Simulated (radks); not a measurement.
Task: Neutral xenon is in [Xe]. Method: scalar-relativistic Kohn-Sham, LDA (Slater exchange, Perdew-Wang correlation), spin-polarised, spherical densities, finite nucleus; Fermi nuclear charge, rms radius of each element as measured or else 0.836 A^(1/3) + 0.57 fm; computed with a radial shooting solver on a logarithmic mesh with Libxc functionals. Open shells are filled with parallel spins first. One electron is removed from 5s, 5p, 4p, 4d in turn, with full relaxation. Which removal costs least, and what does each cost?

Result: 5p 12.549 eV; 5s 24.751 eV; 4d 67.551 eV; 4p 149.89 eV. The 5p electron leaves first.
